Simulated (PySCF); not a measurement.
**Electronic structure of Li⁺ (lithium, charge +1) at the UHF level**

Configuration: 1s2, closed-shell 1S. Computed with PySCF 2.14 in aug-cc-pV5Z (7s6p5d4f3g2h, 127 functions), with the non-relativistic Hamiltonian (point nucleus).

```
Total energy                                     : -7.236411 hartree
One-electron energy                              : -8.8881 hartree
Hartree (Coulomb) energy                         : 3.3034 hartree
Exchange energy                                  : -1.6517 hartree
Kinetic energy                                   : 7.23640 hartree
⟨S²⟩                                             : 0.0000
⟨L²⟩                                             : 0.000
Sum of ⟨r⟩                                       : 1.145 bohr
Sum of ⟨r²⟩                                      : 0.8907 bohr²
Density at the nucleus (Gaussians lack the cusp) : 13.5 bohr⁻³
Langevin diamagnetic susceptibility              : -0.705 ×10⁻⁶ cm³/mol
```

```
shell  electrons  mean orbital energy (hartree)  rms radius, mean of both spins (bohr)
   1s          2                       -2.79236                                  0.667
```
